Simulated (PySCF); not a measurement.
# TDDFT excited states: C6H7ClO

C6H7ClO.
InChI=1S/C6H7ClO/c1-3-5(4-2)6(7)8/h3-4H,1H2,2H3/b5-4-

The calculation used TDDFT B3LYP/def2-SVPD, vertical, gas phase, core orbitals frozen in the response (PySCF 2.14.0, density-fitted response routines). Isolated species at its GFN2-xTB geometry (one conformer only). Torsions of this conformer, `[CH2:1]=[CH:2]/[C:3](=[CH:4]/[CH3:5])[C:6](=[O:7])[Cl:8]`: C1–C2–C3–C4 -165°, C2–C3–C6–O7 -124°.

Problem. List the vertical singlet excitations with oscillator strengths and describe the spectrum.

Solution. 

```tsv
state	E (eV)	E (hartree)	f	|μ| (D)	main configurations (H = HOMO, L = LUMO)
S1	4.27	0.1568	0.043	1.63	H→L (81%), H→L+1 (17%)
S2	4.75	0.1747	0.0016	0.30	H-1→L (82%), H-1→L+1 (8%)
S3	5.49	0.2017	0.181	2.95	H-2→L (46%), H→L+1 (40%)
S4	5.63	0.2071	0.282	3.63	H-2→L (39%), H→L+1 (34%), H→L (9%)
S5	5.96	0.2191	0.0083	0.61	H-1→L+1 (76%)
S6	6.19	0.2274	0.051	1.47	H→L+2 (68%), H-3→L (18%)
S7	6.26	0.2301	0.010	0.66	H-3→L (61%), H→L+2 (17%), H-1→L+1 (10%)
S8	6.48	0.2381	0.0071	0.54	H→L+3 (86%)
```

Triplets (Tamm–Dancoff): T1 3.14 eV, H→L (70%), H→L+1 (25%); T2 4.03 eV, H→L+1 (60%), H→L (20%), H-1→L (12%); T3 4.34 eV, H-1→L (62%), H-1→L+1 (12%), H-2→L (11%).

The lowest singlet comes at 291 nm (412 kJ/mol) in the ultraviolet; it is of moderate strength; its leading configuration is HOMO→LUMO (81%). The strongest level in the table is S4 at 5.63 eV (220 nm, f = 0.282). Löwdin shares by element: HOMO carbon 80% or more (atoms not listed hold the other 20%); LUMO carbon 55% or more, oxygen 21% (atoms not listed hold the other 24%). Orbital energies (eV): HOMO-3 -9.04, HOMO-2 -8.68, HOMO-1 -8.22, HOMO -6.96, LUMO -1.95, LUMO+1 -1.20, LUMO+2 0.10. The oscillator strengths of these states sum to 0.584; summed over the whole spectrum of an exact calculation they would give the number of electrons, 68 (Thomas–Reiche–Kuhn). The listed states span 2.21 eV, and the widest gap between neighbours is 0.73 eV (S2 to S3). No computed singlet lies in the visible range (380 to 750 nm); the lowest, at 291 nm, stands 1.00 eV above its violet end (3.26 eV); a Tamm–Dancoff triplet lies at 395 nm, without intensity as long as spin–orbit coupling is left out. The window holds the lowest 8 singlets.
